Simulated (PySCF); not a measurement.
Ionisation energy of P²⁺ by level of theory

P²⁺ [Ne] 3s2 3p1 [3p1/2^1, M_J = 1/2] → P³⁺ [Ne] 3s2, as a difference of total energies. Calculation: PySCF 2.14, in x2c-TZVPPall-2c (5s6p3d1f, 45 functions); the two-component X2C-1e Hamiltonian. Correlated levels: [Ne] frozen; the 6 highest virtual spinors dropped. "Screened" scales the spin-orbit matrix elements by Boettger's factors to mimic the two-electron term; Breit and QED terms are absent.

Question: Order these methods by the ionisation energy they give, lowest first.
A. GMP2 (screened spin-orbit)
B. GMP2 (spin-free)
C. GHF (screened spin-orbit)
D. GHF (spin-free)

Answer: D (29.633 eV), C (29.678 eV), B (29.858 eV), A (29.902 eV).

Errors of the correlated levels include the incompleteness of this basis and the frozen core.

For comparison: 30.203 eV (measured; NIST Atomic Spectra Database, ionization energies).
